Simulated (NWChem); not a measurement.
System: C₃H₄F₂Si; SMILES FC=C=C[SiH2]F

The following NWChem deck was run.

```
start job
memory heap 200 mb stack 900 mb global 1100 mb
geometry units angstroms noautoz
  F     -0.486203    -3.180246     0.139931
  C      0.340351    -2.230929     0.581002
  C      0.474247    -1.065147    -0.004882
  C      0.597517     0.129740    -0.530633
  Si    -0.512144     1.531813     0.009326
  F      0.399717     2.717140     0.651188
  H      0.905549    -2.517387     1.473487
  H      1.353852     0.294250    -1.313162
  H     -1.219229     2.117715    -1.163180
  H     -1.456394     1.040205     1.045751
end
basis spherical
  F library def2-tzvp
  C library def2-tzvp
  Si library def2-tzvp
  H library def2-tzvp
end
dft
  xc xtpss03 ctpss03
  iterations 150
  semidirect filesize 400000000
  mulliken
end
task dft energy
```

Coordinates come from a PBE0/def2-SVP optimisation.

**Question.** Predict the main results of this run. (TPSS/def2-TZVP.) Quantities: basis functions; energy (Ha); highest occupied level (eV); orbital gap (eV); dipole (D).

**Answer.** 
```yaml
number_of_basis_functions: 216
energy (Ha): -606.10
highest occupied level (eV): -6.27
orbital gap (eV): 4.04
dipole (D): 0.51
```
